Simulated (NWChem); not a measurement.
Molecule: C$_{4}$H$_{4}$ClF; SMILES F[C@@H](C=C=C)Cl

```xyz
10

C      0.3567    -3.0552     0.2674
C      0.0262    -1.8724    -0.1746
C     -0.3017    -0.6800    -0.6054
C     -0.4176     0.4928     0.3130
F     -1.6321     1.1010     0.1551
Cl     0.8657     1.7384    -0.0676
H     -0.3952    -3.7684     0.5994
H      1.3966    -3.3724     0.3162
H     -0.5026    -0.4869    -1.6578
H     -0.2773     0.2304     1.3620
```
Atoms are numbered in this order, from 1.

Computed with NWChem. Pople sets run with spherical d functions. The geometry was optimised at B3LYP/6-31G* (spherical d). Vzz is the largest principal value of the second derivative of the potential at the nucleus (NWChem prints the opposite sign); η is the asymmetry. Non-relativistic.

```
level             Vzz Cl6 (a.u.)  η Cl6
----------------  --------------  -----
PBE/6-31G*                     …   0.04
PBE/cc-pVTZ                3.477   0.05
CAM-B3LYP/6-31G*           3.503   0.03
```

What belongs in the gaps?


- PBE/6-31G*, Vzz Cl6 (a.u.): 3.422
